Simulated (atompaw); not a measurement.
# Tm: variants of one PAW (atompaw) potential

Base potential:

thulium (Tm), PAW, made with atompaw 4.2.0.5 (LDA (PW92), scalar-relativistic). Core [Kr] 4d10 4f12, reference 5s2 5p6 5d1 6s1 6p1. Waves: 5s (bound); 6s (bound); 5p (bound); 6p (bound); 5d (bound); 5d channel at 1.95 Ry; 5f channel at -0.2 Ry; 5f channel at 2.1 Ry. Local part: ultrasoft scheme with l = 4 at 0 Ry, radius 2.65 bohr. Core correction: smooth core density matched at 1.90 bohr. Augmentation charge: sinc compensation charge, radius 2.40 bohr; PAW radius 3.00 bohr; waves and projectors: bloechl.

Cutoffs, loose and tight: the cutoffs (Ry, on a coarse ladder) from which the occupation-weighted sum of valence levels, in a spherical-Bessel basis at the reference potential, stays within 10 and 1 mRy of its value at 400 Ry. They see the waves, projectors and local potential, not the compensation charge or the core. A dash means not determined.

| change | outcome | cutoff, loose | cutoff, tight | bound ghosts |
| --- | --- | --- | --- | --- |
| base | generated | 18 Ry | 25 Ry | none |
| augmentation sinc compensation charge, radius 1.72 bohr; PAW radius 3.00 bohr; waves and projectors: bloechl | generated | 18 Ry | 25 Ry | none |
| wave 5f channel at -0.2 Ry becomes 5f channel at 0.38 Ry | generated | 18 Ry | 25 Ry | none |
| core correction smooth core density matched at 1.20 bohr | generated | 18 Ry | 25 Ry | none |

(1) What comes out with this change to the base: functional PBEsol; removed wave 5f channel at 2.1 Ry?

(2) What comes out with this change to the base: all radii scaled by about 1.13 (s 2.04, p 2.32, d 3.40, f 3.40 bohr); local potential ultrasoft scheme with l = 4 at 0 Ry, radius 3.00 bohr; augmentation sinc compensation charge, radius 2.72 bohr; PAW radius 3.40 bohr; waves and projectors: bloechl; core correction smooth core density matched at 2.16 bohr?

(3) What comes out with this change to the base: core [Kr] 4d10 4f13, valence charge 10; reference 5s2 5p6 5d0 6s2 6p0; waves now 5s (bound); 6s (bound); 5p (bound); 6p (bound); 5d (bound); 5d channel at 4.15 Ry; 5f channel at 0.3 Ry; local potential ultrasoft scheme with l = 4 at 0 Ry, radius 2.25 bohr; core correction smooth core density matched at 1.70 bohr; augmentation sinc compensation charge, radius 2.75 bohr; PAW radius 2.80 bohr; waves and projectors: bloechl?

## Answers

(1) outcome: generated; cutoff, loose: 21 Ry; cutoff, tight: 25 Ry; bound ghosts: none.

(2) outcome: generated; cutoff, loose: 15 Ry; cutoff, tight: 21 Ry; bound ghosts: none.

(3) outcome: generated; cutoff, loose: 21 Ry; cutoff, tight: 30 Ry; bound ghosts: none.
